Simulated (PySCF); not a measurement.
CSe2, SMILES C(=[Se])=[Se].

Geometry optimised at ωB97X-D3(BJ)/def2-TZVP.

These are PBE/def2-TZVPD in PySCF values and carry that method's errors.

Gas-phase values at a fixed geometry.

- total energy: -4840.45552 hartree
- point group: D∞h
- highest occupied level: -6.32 eV
- lowest empty level: -2.96 eV
- orbital gap: 3.37 eV
- dipole moment: 0.00 D
- quadrupole, principal values (traceless, Buckingham form, about the centre of nuclear charge): -2.44, -2.44, 4.88 D·Å
- mean static polarisability: 73.1 bohr³ (10.83 Å³)
- polarisability, principal values: 48.0, 48.0, 123.3 bohr³
